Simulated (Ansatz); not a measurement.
Other settings, tried on BCl2(SMe) (CH₃BCl₂S).

```yaml
crystal:
  periodic: [false, false, false]
  atoms:
    - {symbol: B, position_ang: [0.333436, 1.167533, -0.925313]}
    - {symbol: Cl, position_ang: [1.909251, 0.995731, -0.170285]}
    - {symbol: Cl, position_ang: [0.084715, 2.407596, -2.139119]}
    - {symbol: S, position_ang: [-1.054773, 0.127789, -0.516788]}
    - {symbol: C, position_ang: [-0.402851, -0.998229, 0.747293]}
    - {symbol: H, position_ang: [0.437198, -1.584078, 0.352606]}
    - {symbol: H, position_ang: [-1.226961, -1.672379, 1.013592]}
    - {symbol: H, position_ang: [-0.080025, -0.443964, 1.638004]}
basis:
  gaussian: {orbitals: STO-3G}
magnetization: {spin_polarized: true, initial_magnetization: 2}
hamiltonian: {xc: {name: PBE}, dispersion: d4}
accuracy: high
scf: {omitted_lower_state_checks: [starts]}
```

```sh
$ ansatz run in.yaml --threads 4 --pin off --events-out ev --progress --plain --max-ram 3916MiB
```

It prints (some lines left out):

```
Functional definition: PBE
804 factors; integrals over basis functions are off by at most 2.4e-8 eV
mean field evaluation 1: about -37207.1485 eV, gradient 1.3e1 eV
mean field evaluation 2: about -37187.9391 eV, gradient 3.5e1 eV
mean field evaluation 4: about -37208.7391 eV, gradient 3.8e0 eV
mean field evaluation 8: about -37208.9668 eV, gradient 7.1e-1 eV
mean field evaluation 16: about -37208.9139 eV, gradient 3.6e-2 eV
mean field -37208.91392122 eV, -1367.4023654970 hartree, gradient 1.1e-8 eV, S^2 2.002912; 0 other end points of the search recorded, 0 dependent functions left out
reference -37208.91392353 eV, -1367.4023655819 hartree; 33, 31 occupied and 7, 9 virtual orbitals, 804 factors
Total energy: -37209.15929832 eV, -1367.4113829391 hartree
Checks for a lower state left out: starts
```

Run time 1.9 s (4 threads of Arm Neoverse V2 on a shared host).
